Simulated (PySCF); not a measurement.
PySCF 2.14 output of an unrestricted PBEsol calculation on a single atom or ion in aug-cc-pVTZ-PP with ECP10MDF (6s6p5d3f2g, 88 functions), with scalar relativity through the core potential:

```
SCF conv_tol = 1e-09
number electrons alpha = 10  beta = 9
    J. P. Perdew, A. Ruzsinszky, G. I. Csonka, O. A. Vydrov, G. E. Scuseria, L. A. Constantin, X. Zhou, and K. Burke.,  Phys. Rev. Lett. 100, 136406 (2008)
    J. P. Perdew, A. Ruzsinszky, G. I. Csonka, O. A. Vydrov, G. E. Scuseria, L. A. Constantin, X. Zhou, and K. Burke.,  Phys. Rev. Lett. 100, 136406 (2008)
cycle= 1 E= -196.975410467873  delta_E= -0.0148  |g|= 0.341  |ddm|= 0.409
cycle= 2 E= -196.90566093229  delta_E= 0.0697  |g|= 0.787  |ddm|= 0.307
cycle= 3 E= -196.994048659014  delta_E= -0.0884  |g|= 0.0373  |ddm|= 0.212
cycle= 4 E= -196.994323467081  delta_E= -0.000275  |g|= 0.0037  |ddm|= 0.0175
cycle= 5 E= -196.994326429675  delta_E= -2.96e-06  |g|= 0.000111  |ddm|= 0.00172
cycle= 6 E= -196.994326432906  delta_E= -3.23e-09  |g|= 1.02e-05  |ddm|= 6.82e-05
cycle= 7 E= -196.994326432949  delta_E= -4.37e-11  |g|= 8.4e-07  |ddm|= 1.16e-05
converged SCF energy = -196.994326432949  <S^2> = 0.75122303  2S+1 = 2.0012227
```

The run itself started from symmetry-adapted Hartree-Fock orbitals and held the occupation by maximum overlap, on a logarithmic radial grid, so the iterations belong to that start.

Task: Which element, charge and spin multiplicity is this?

Result: Cu (copper, neutral), multiplicity 2; the state was [Ar] 3d9 4s2, 2D determinant (an excited configuration).

Energies and moments cover only the electrons outside the core potential.
